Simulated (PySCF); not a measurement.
A run for PySCF: R-HF/3-21G on C2H6BN (SMILES C=CBN), a point of a torsion scan.

```python
from pyscf import gto, scf, dft, mp
from pyscf.data.elements import chemcore

mol = gto.M(
    atom='''
    C     1.34678936    0.49755997    0.32812713
    C     0.78346243   -0.61855726   -0.12298020
    B    -0.73723254   -0.76318819   -0.44342210
    N    -1.66051841    0.18653082    0.02046455
    H     0.75245012    1.36267453    0.57626200
    H     2.41455513    0.61189651    0.44542830
    H     1.44458808   -1.44541707   -0.36449268
    H    -1.05402868   -1.44764940   -1.34955358
    H    -1.78199217    0.39255636    0.99829020
    H    -2.57732035    0.17459841   -0.40692131
    ''',
    basis='3-21g',
    charge=0, spin=0, verbose=3, max_memory=1800)
mf = scf.RHF(mol)
mf.conv_tol = 1e-8
mf.max_cycle = 100
mf.kernel()
if not mf.converged:
    mf = mf.newton().run(mf.mo_coeff, mf.mo_occ)
```

What total energy does the run end on?

-157.4967 hartree.
